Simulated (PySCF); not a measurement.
Highest orbital energy against ionisation energy along group 14

Calculated with PySCF 2.14, no spin-orbit coupling. Each cell gives −ε(HOMO) / ΔSCF in eV; NIST values include spin-orbit coupling, (s) semi-empirical, (t) theoretical.

| species | UHF | LDA | PBE | PBE0 | r2SCAN | NIST (lowest levels) |
| --- | --- | --- | --- | --- | --- | --- |
| C²⁺ (aug-cc-pVDZ, non-relativistic) | 46.096 / 45.825 | 40.205 / 46.962 | 40.444 / 47.149 | 42.095 / 47.090 | 40.721 / 46.652 | 47.888 |
| Si²⁺ (aug-cc-pV(D+d)Z, non-relativistic) | 32.169 / 31.992 | 28.650 / 33.554 | 28.543 / 33.433 | 29.679 / 33.299 | 28.694 / 32.907 | 33.493 |
| Ge²⁺ (aug-cc-pVDZ-PP with ECP10MDF, ECP) | 32.445 / 32.211 | 29.577 / 34.768 | 29.164 / 34.327 | 30.209 / 33.988 | 29.537 / 34.051 | 34.058 |
| Sn²⁺ (aug-cc-pVDZ-PP with ECP28MDF, ECP) | 28.789 / 28.553 | 26.615 / 31.270 | 26.178 / 30.800 | 27.061 / 30.436 | 26.387 / 30.474 | 30.506 |
| Pb²⁺ (aug-cc-pVDZ-PP with ECP60MDF, ECP) | 30.093 / 29.775 | 27.808 / 32.577 | 27.367 / 32.087 | 28.308 / 31.743 | 27.568 / 31.846 | 31.937 |

Problem. How far is −ε(HOMO) from ΔSCF on average for each method, and why?

Solution. UHF 0.25 eV; LDA -5.26 eV; PBE -5.22 eV; PBE0 -3.84 eV; r2SCAN -4.60 eV. Hartree-Fock orbital energies lack relaxation and so exceed the ΔSCF value; semilocal functionals have convex E(N) from self-interaction, so their HOMO lies far too high; exact exchange moves hybrids part of the way back.
